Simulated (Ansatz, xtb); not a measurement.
**Relaxing a trial structure of BrClHNOSi**

The starting geometry of this gas-phase singlet has its atoms placed at random.

```xyz
6

Br    1.1693   -1.2027   -0.9486
Cl    0.8065    1.4054   -1.0502
N    -0.7083    0.1207    0.8113
O    -1.4092   -0.1949   -1.4814
Si   -1.2684    1.6468   -0.0620
H     0.4635   -0.3255    0.9361
```

Q: One run relaxed it with r2SCAN-D4/def2-SVP. What is a likely outcome?

A: It ends as a structure with Cl2 bridging Br1 and Si5, given below by its coordinates. Distances that change by over a tenth: N3–O4 (2.42 → 1.60 Å), N3–H6 (1.26 → 1.03 Å). Contacts that close: O4–Si5 (2.33 → 1.65 Å).

The energy falls by 5.77 eV over 19 steps:

```
step  E − E(last) (eV)
   1             5.771
   3             1.890
   5             0.691
   7             0.514
   9             0.300
  11             0.172
  13             0.080
  15             0.013
  17             0.001
  19             0.000
```

Final geometry (Å):

```yaml
atoms:
  - { symbol: Br, position_ang: [2.9303, -0.7684, -2.0638] }
  - { symbol: Cl, position_ang: [1.1244, 0.8479, -1.3335] }
  - { symbol: N, position_ang: [-1.4002, 0.4026, 1.0726] }
  - { symbol: O, position_ang: [-1.9658, 0.2111, -0.4158] }
  - { symbol: Si, position_ang: [-0.6949, 1.2632, -0.2920] }
  - { symbol: H, position_ang: [-0.9404, -0.5065, 1.2375] }
```

From the same start GFN2-xTB ends elsewhere, differing in Br1–Cl2 (3.51 against 2.53 Å here), Br1–Si5 (2.18 against 4.52 Å here).

From so rough a start the end depends on the optimiser's path, so another program may land elsewhere. The end wasn't checked by frequencies. Run with Ansatz 0.2.0, 3.4 min on 1 thread of AMD EPYC (Zen 3), with other jobs on the host.
